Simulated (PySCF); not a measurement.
**`N[C@@H]1C=CC[C@H](S)C1`, C$_{6}$H$_{11}$NS**

Molfile (atoms numbered from 1):
```
C6H11NS
     RDKit          3D

 19 19  0  0  0  0  0  0  0  0999 V2000
   -2.4527    0.4853   -0.8647 N   0  0  0  0  0  0  0  0  0  0  0  0
   -1.3470    0.0024   -0.0532 C   0  0  2  0  0  0  0  0  0  0  0  0
   -0.7467    1.1629    0.6896 C   0  0  0  0  0  0  0  0  0  0  0  0
    0.5489    1.3116    0.9057 C   0  0  0  0  0  0  0  0  0  0  0  0
    1.5904    0.3381    0.4405 C   0  0  0  0  0  0  0  0  0  0  0  0
    0.9490   -0.9820    0.0365 C   0  0  2  0  0  0  0  0  0  0  0  0
    2.1688   -2.0948   -0.7641 S   0  0  0  0  0  0  0  0  0  0  0  0
   -0.2580   -0.7400   -0.8531 C   0  0  0  0  0  0  0  0  0  0  0  0
   -2.1192    1.1575   -1.5481 H   0  0  0  0  0  0  0  0  0  0  0  0
   -2.8905   -0.2805   -1.3647 H   0  0  0  0  0  0  0  0  0  0  0  0
   -1.7827   -0.6915    0.6809 H   0  0  0  0  0  0  0  0  0  0  0  0
   -1.4611    1.8926    1.0397 H   0  0  0  0  0  0  0  0  0  0  0  0
    0.9213    2.1758    1.4379 H   0  0  0  0  0  0  0  0  0  0  0  0
    2.1248    0.7696   -0.4145 H   0  0  0  0  0  0  0  0  0  0  0  0
    2.3288    0.1720    1.2286 H   0  0  0  0  0  0  0  0  0  0  0  0
    0.6425   -1.5358    0.9277 H   0  0  0  0  0  0  0  0  0  0  0  0
    2.3845   -1.3198   -1.8261 H   0  0  0  0  0  0  0  0  0  0  0  0
    0.0384   -0.1262   -1.7101 H   0  0  0  0  0  0  0  0  0  0  0  0
   -0.6495   -1.6878   -1.2304 H   0  0  0  0  0  0  0  0  0  0  0  0
  1  2  1  0
  2  3  1  0
  3  4  2  0
  4  5  1  0
  5  6  1  0
  6  7  1  0
  6  8  1  0
  8  2  1  0
  1  9  1  0
  1 10  1  0
  2 11  1  1
  3 12  1  0
  4 13  1  0
  5 14  1  0
  5 15  1  0
  6 16  1  1
  7 17  1  0
  8 18  1  0
  8 19  1  0
M  END
```

The calculation used PySCF 2.14.0, TDDFT BHandHLYP/def2-SVPD circular dichroism and optical rotation, one conformer, gas phase. Geometry: GFN2-xTB.

The molecule is flexible and this is one conformer; a measurement averages over conformers.

Q: Draw the ECD and absorption spectra from the lowest 8 states, each a Gaussian of half-width 0.2 eV at 1/e height.

A: 
```
E (eV)  λ (nm)  Δε (L mol⁻¹ cm⁻¹)  ε (L mol⁻¹ cm⁻¹)
  5.15     241               0.00             0.572
  5.25     236              -0.02              5.43
  5.35     232              -0.10              31.2
  5.45     228              -0.33               109
  5.55     224              -0.71               231
  5.65     220              -0.91               296
  5.75     216              -0.71               231
  5.85     212              -0.34               109
  5.95     209              -0.15              35.7
  6.05     205              -0.35              53.6
  6.15     202              -1.06               320
  6.25     199              -0.97              1300
  6.35     195              +3.58              3240
  6.45     192             +11.96              4930
  6.55     189             +15.92              4670
  6.65     187             +14.38              3190
  6.75     184             +18.43              3030
  6.85     181             +32.07              4840
  6.95     178             +39.96              7100
  7.05     176             +20.35              9630
  7.15     174             -28.79             13700
  7.25     171             -77.14             16700
```
Δε uses R in velocity form, ε uses f in length form. Only the states computed contribute, so the short-wavelength end is incomplete.
